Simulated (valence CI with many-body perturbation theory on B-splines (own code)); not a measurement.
How close is CI+MBPT for Bi II?

Calculated by configuration interaction combined with many-body perturbation theory (CI+MBPT): four valence electrons over a frozen Dirac-Fock core [Xe] 4f14 5d10, radial functions for each j: 11 s, 11 p, 9 d, 7 f, 5 g, 2 h, 1 i, with the one-electron correlation potential Σ1 (screened to all orders), the two-electron term Σ2, the three-electron term Σ3, Breit, model QED; selected single and double excitations, second order for the rest, scaled by the run's own slope (own B-spline code, finite nucleus).

Against 25 measured levels this calculation errs by 192 cm⁻¹ on average and by 582 at most. These come from a selection out of the NIST Handbook of Basic Atomic Spectroscopic Data. Levels without a partner in it may be off by more. Among the levels kept, up to 260 cm⁻¹ of a level comes from second order outside the variational space, and about a tenth of that is noise between levels of different J, which matters for small intervals.

Measured levels: NIST Handbook of Basic Atomic Spectroscopic Data (Sansonetti and Martin, J. Phys. Chem. Ref. Data 34, 1559 (2005)). Pairs share parity and J, and are chosen by configuration, term and nearness in energy; levels without a clear partner are left out. Energies in cm⁻¹ above the measured ground level. The last column is blank where CI alone has no clear partner.

Levels are named by their leading jj configuration (3d3/2^4 stands for four electrons in 3d with j = 3/2), which in mixed levels can hold well under half, so a name can repeat and another be missing.

| Computed label | Label in the source | Measured | Computed | Difference | CI alone, difference |
| --- | --- | --- | --- | --- | --- |
| (6s^2 6p1/2^2) J=0 | 6p2 (1/2,1/2) | 0 | 0.0 | 0 | 0 |
| (6s^2 6p1/2 6p3/2) J=1 | 6p2 (3/2,1/2) | 13325.4 | 13644.3 | +319 | -1610 |
| (6s^2 6p1/2 6p3/2) J=2 | 6p2 (3/2,1/2) | 17031.7 | 17268.3 | +237 | -1677 |
| (6s^2 6p3/2^2) J=2 | 6p2 (3/2,3/2) | 33938.7 | 34412.6 | +474 | -3374 |
| (6s^2 6p3/2^2) J=0 | 6p2 (3/2,3/2) | 44173.8 | 44441.9 | +268 | -3345 |
| (6s^2 6p1/2 7s) J=0 | 6p 7s (1/2,1/2)° | 69133.9 | 69406.1 | +272 | -4125 |
| (6s^2 6p1/2 7s) J=1 | 6p 7s (1/2,1/2)° | 69598.5 | 69881.4 | +283 | -4094 |
| (6s 6p1/2^2 6p3/2) J=2 | 6s 6p3 | 76148.7 | 75943.3 | -205 | -8605 |
| (6s^2 6p1/2 6d3/2) J=2 | 6p 6d (1/2,3/2)° | 79091.1 | 79248.4 | +157 | -5890 |
| (6s^2 6p1/2 6d3/2) J=1 | 6p 6d (1/2,3/2)° | 80577.1 | 80738.0 | +161 | -6294 |
| (6s^2 6p1/2 6d5/2) J=2 | 6p 6d (1/2,5/2)° | 82049.6 | 82173.7 | +124 | -6929 |
| (6s^2 6p1/2 6d5/2) J=3 | 6p 6d (1/2,5/2)° | 82257.3 | 82435.0 | +178 | -5763 |
| (6s^2 6p1/2 7p1/2) J=1 | 6p 7p (1/2,1/2) | 84280.4 | 84287.0 | +7 | -4669 |
| (6s^2 6p1/2 7p1/2) J=0 | 6p 7p (1/2,1/2) | 87078.8 | 87154.2 | +75 | -4462 |
| (6s^2 6p1/2 7p3/2) J=1 | 6p 7p (1/2,3/2) | 88566.7 | 88574.5 | +8 | -4759 |
| (6s^2 6p3/2 7s) J=2 | 6p 7s (3/2,1/2)° | 88771.4 | 89353.2 | +582 | -5946 |
| (6s^2 6p1/2 7p3/2) J=2 | 6p 7p (1/2,3/2) | 88789.5 | 88789.3 | 0 | -4745 |
| (6s^2 6p3/2 7s) J=1 | 6p 7s (3/2,1/2)° | 89885.7 | 90383.9 | +498 | -6203 |
| (6s 6p1/2^2 6p3/2) J=1 | 6s 6p3 3D° | 94442.2 | 94538.1 | +96 | -5534 |
| (6s 6p1/2 6p3/2^2) J=2 | 6s 6p3 3D° | 94930.6 | 95095.9 | +165 | -8193 |
| (6s 6p1/2 6p3/2^2) J=3 | 6s 6p3 3D° | 96062.4 | 96298.0 | +236 | -8663 |
| (5f7/2 6s^2 6p1/2) J=3 | 6p 5f (1/2,7/2) | 105289.7 | 105269.4 | -20 |  |
| (5f5/2 6s^2 6p1/2) J=3 | 6p 5f (1/2,5/2) | 105451.0 | 105424.7 | -26 | -5395 |
| (6s^2 6p1/2 7d3/2) J=2 | 6p 7d (1/2,3/2)° | 105527.2 | 105417.6 | -110 | -5558 |
| (5f7/2 6s^2 6p1/2) J=4 | 6p 5f (1/2,7/2) | 105728.1 | 105685.5 | -43 | -5404 |
| (6s^2 6p3/2 7p3/2) J=3 | 6p 7p (3/2,3/2) | 108280.7 | 108525.3 | +245 | -6354 |

Over 25 excited levels the mean absolute difference is 192 cm⁻¹, the median 165 and the largest 582. For the 24 levels that pair on every rung the mean is CI alone 5316, + Σ1 1527, + Σ2 258, + Σ3 434, + Breit 203, + QED 199. The comparison draws on a selection of the measured levels: 26 of the 53 computed ones have a partner in it, and others may be off by more.

Rates against NIST Handbook of Basic Atomic Spectroscopic Data (Sansonetti and Martin, J. Phys. Chem. Ref. Data 34, 1559 (2005)):

| λ vac, measured (nm) | Upper | Lower | A computed (s⁻¹) | A tabulated (s⁻¹) |
| --- | --- | --- | --- | --- |
| 143.68 | (6s^2 6p1/2 7s) J=1 | (6s^2 6p1/2^2) J=0 | 2.42e+08 | 3.47e+08 |
| 177.70 | (6s^2 6p1/2 7s) J=1 | (6s^2 6p1/2 6p3/2) J=1 | 1.42e+08 | 9.70e+07 |
| 179.18 | (6s^2 6p1/2 7s) J=0 | (6s^2 6p1/2 6p3/2) J=1 | 7.52e+08 | 6.41e+08 |
| 190.23 | (6s^2 6p1/2 7s) J=1 | (6s^2 6p1/2 6p3/2) J=2 | 4.85e+08 | 3.55e+08 |
